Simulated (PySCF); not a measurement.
Al(F)(Cl)(Et) (C₂H₅AlClF), SMILES C[CH2][Al]([F])[Cl].

Coordinates come from a B3LYP-D3(BJ)/def2-SVP optimisation. The structure was generated by enumeration; whether it is a known compound was not checked. Other conformers were not sampled.

The numbers are results of PBE/def2-TZVP in PySCF, not measurements.

Symmetry labels are those of the subgroup Cs that the program uses (full group Cs).

Computed valence orbital energies around the gap with their symmetry:
| orbital | symmetry | energy (eV) |
|---|---|---|
| HOMO−7 | A' | -9.80 |
| HOMO−6 | A" | -9.56 |
| HOMO−5 | A' | -9.44 |
| HOMO−4 | A' | -9.14 |
| HOMO−3 | A" | -8.66 |
| HOMO−2 | A" | -8.06 |
| HOMO−1 | A' | -7.91 |
| HOMO | A' | -7.13 |
| LUMO | A' | -1.40 |
| LUMO+1 | A" | -1.38 |
| LUMO+2 | A' | 0.30 |
| LUMO+3 | A' | 0.78 |
